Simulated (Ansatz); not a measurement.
The Si1–H2 bond of CH4OSi (SMILES CO[SiH]) is stretched (multiplicity 1, the rest rigid).
Geometry at rest (charge 0, multiplicity 1):
| atom | x (Å) | y (Å) | z (Å) |
|---|---|---|---|
| Si | -0.4080 | -0.6790 | 0.9181 |
| H | -1.3102 | -1.1884 | -0.2339 |
| O | 0.4506 | 0.4193 | 0.0465 |
| C | 0.3828 | 0.7821 | -1.3262 |
| H | 0.1532 | 1.8459 | -1.4010 |
| H | 1.3533 | 0.5993 | -1.7897 |
| H | -0.3865 | 0.2027 | -1.8435 |

Frozen-core correlation.

Programs: Ansatz (Gaussian basis) for Hartree–Fock, density functionals and correlated methods. Each number belongs to the level named beside it.

Energies above the point at 1.549 Å (the B3LYP-D3(BJ) bond length), FIC-MRCISD+Q on CASSCF(2,2)/cc-pV(T+d)Z (kcal/mol): 4.30 at 1.394 Å; 3.15 at 1.704 Å; 77.28 at 4.958 Å.

Problem. Take the last value as the depth D of a Morse curve D(1 − e^(−a(R − R₀)))², fit a and R₀ to the two near points, and test it at 2.092 and 2.711 Å.

Solution. 
With D = 77.3, both near points (counted from the curve's value at 1.549 Å) are met by a = 1.41 Å⁻¹ and R₀ = 1.544 Å, so k = 2Da² = 309 kcal/(mol Å²). The curve then gives 22.4 and 50.4 kcal/mol; the level itself gives 22.2 and 51.9, so Morse is off by 0.3 and -1.5.

Ansatz is a program for electronic structure.
